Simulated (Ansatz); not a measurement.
Z-matrix (Å, degrees):
```
Si
P 1 2.241
H 1 1.487 2 108.7
H 1 1.485 2 108.0 3 119.1
H 1 1.489 2 112.5 3 -119.2
N 2 1.698 1 111.0 3 65.6
B 2 1.824 1 106.9 3 -171.5
H 6 1.008 2 118.3 1 54.5
H 6 1.008 2 115.5 1 -81.5
H 7 1.195 2 116.0 1 44.7
H 7 1.193 2 121.9 1 -142.1
```

Total charge 0; spin multiplicity 1.

List the ωB97M-V/def2-TZVPP orbital energies in eV (Ansatz 0.2.0). (Estimate.)

The calculation gave: Occupied: -2105.36, -1807.18, -394.78, -187.74, -182.88, -148.26, -131.54, -131.47, -131.44, -102.39, -102.36, -102.36, -27.35, -20.49, -17.67, -16.85, -16.13, -13.83, -12.54, -12.35, -12.15, -11.67, -9.68, -8.94. Lowest empty: 0.24, 1.55, 2.35, 2.73, 3.02, 3.41, 3.54, 3.69.
